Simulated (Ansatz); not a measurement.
(F2Al-mu-PH2)3 (Al₃P₃H₆F₆). The state is a triplet with charge 0. Geometry PBE-D4/def2-SVP, that of the neutral singlet; atoms count from 1.

Cartesian coordinates in Å:
```
Al -0.360 -1.955 -0.849
F -0.746 -3.162 -1.950
F 0.445 -2.298 0.599
P 1.029 -0.211 -1.761
Al 2.321 0.794 0.015
F 3.578 -0.280 0.318
F 2.657 2.416 -0.269
P 0.659 0.782 1.767
Al -1.460 1.381 0.790
F -2.491 2.217 1.818
F -0.977 2.042 -0.693
P -2.258 -0.760 0.033
H 1.905 -0.802 -2.722
H 0.316 0.731 -2.556
H 0.998 1.704 2.802
H 0.599 -0.451 2.478
H -2.869 -1.540 1.059
H -3.345 -0.608 -0.878
```

Single mean-field runs in def2-TZVP are fitted with def2-universal-jkfit. At PBE0-D4/def2-TZVP a singlet of charge 0 lies 5.29 eV below the triplet at the same geometry.

(1) Estimate the Mulliken populations from the PBE0/def2-TZVP orbitals of Ansatz.

(2) Where does the spin sit?

(3) And the Mayer bond orders between heavy atoms (over 0.3)?

Answers

(1) 
```csv
atom,charge (e),spin (α − β)
Al1,0.61,0.14
F2,-0.34,0.01
F3,-0.36,0.01
P4,-0.19,0.14
Al5,0.68,0.11
F6,-0.34,0.02
F7,-0.34,0.02
P8,-0.17,0.77
Al9,0.58,0.25
F10,-0.33,0.02
F11,-0.36,0.01
P12,-0.17,0.27
H13,0.12,0.02
H14,0.15,0.00
H15,0.07,0.13
H16,0.14,0.03
H17,0.13,-0.01
H18,0.11,0.06
```
Mulliken values depend strongly on the basis.

(2) Summed by element: Al 0.49, F 0.09, P 1.18, H 0.23, of 2 unpaired in all. Largest on single atoms: P8 0.77, P12 0.27, Al9 0.25.

(3) Al1–F2 1.09 (1.68 Å); Al1–F3 0.99 (1.69 Å); Al1–P4 0.73 (2.41 Å); Al1–P12 0.70 (2.41 Å); P4–Al5 0.71 (2.42 Å); Al5–F6 1.07 (1.68 Å); Al5–F7 1.07 (1.68 Å); Al5–P8 0.65 (2.41 Å); P8–Al9 0.77 (2.41 Å); Al9–F10 1.10 (1.68 Å); Al9–F11 0.98 (1.69 Å); Al9–P12 0.74 (2.41 Å).
